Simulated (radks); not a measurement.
Values are calculated unless marked as measured or tabulated.
Species: the platinum ion Pt2+. Configuration: [Xe] 4f14 5d8.

Level of theory: scalar-relativistic Kohn-Sham, PBE, spin-polarised, spherical densities, finite nucleus; open shells are filled with parallel spins first (spin-orbit coupling, left out, can overturn this in heavy ions); Fermi nuclear charge, rms radius 5.427 fm (a radial shooting solver on a logarithmic mesh with Libxc functionals).

Energy parts (hartree):
total: -18408.6332
kinetic: 20520.1608
electron-nucleus: -45678.6354
Hartree: 7103.3801
exchange-correlation: -353.5387

Orbitals (lengths in bohr, moments of r in powers of bohr; <r^-3> diverges for s and p1/2; r(max) is where P^2 peaks):
orbital  occ.  eigenvalue (hartree)      <r>   r(max)  <r^-3>
1s down     1             -2881.796  0.01715  0.01062       -
1s up       1             -2881.796  0.01715  0.01062       -
2s up       1             -506.9292  0.07236  0.06123       -
2s down     1             -506.9241  0.07236  0.06123       -
2p up       3             -439.5709  0.06523  0.05059   24240
2p down     3             -439.5668  0.06523  0.05059   24240
3s up       1             -119.6662   0.1871   0.1726       -
3s down     1             -119.6644   0.1871   0.1726       -
3p up       3             -100.0396   0.1882   0.1717    5516
3p down     3             -100.0375   0.1882   0.1717    5516
3d up       5             -78.71888   0.1704   0.1398   690.2
3d down     5             -78.71526   0.1704   0.1398   690.2
4s up       1             -26.32040   0.4151   0.3899       -
4s down     1             -26.31555   0.4151   0.3899       -
4p up       3             -19.88107   0.4419   0.4100    1318
4p down     3             -19.87659   0.4419   0.4100    1318
4d up       5             -12.04985   0.4682   0.4181   143.6
4d down     5             -12.04466   0.4681   0.4182   143.6
5s up       1              -4.52476   0.9528   0.8698       -
5s down     1              -4.48921   0.9505   0.8682       -
4f up       7              -3.35009   0.5165   0.3850   27.12
4f down     7              -3.34223   0.5155   0.3850   27.17
5p up       3              -2.84410    1.101   0.9784   215.9
5p down     3              -2.79958    1.098   0.9760   218.0
5d up       5              -0.97373    1.552    1.246   12.99
5d down     3              -0.92374    1.563    1.243   12.95

The highest occupied level is 5d down at -25.136 eV. The density falls to 0.001 e/bohr^3 at r = 3.56 bohr. The spin density at the nucleus is -10.96 e/bohr^3 (1s -0.10, 2s -1.23, 3s 0.05, 4s 1.42, 5s -11.09). Summed over all electrons, <r^2> = 42.42 bohr^2, which gives a Langevin (diamagnetic) susceptibility term of -33.6 x 10^-6 cm^3/mol. Spin moment in Bohr magnetons: 2.
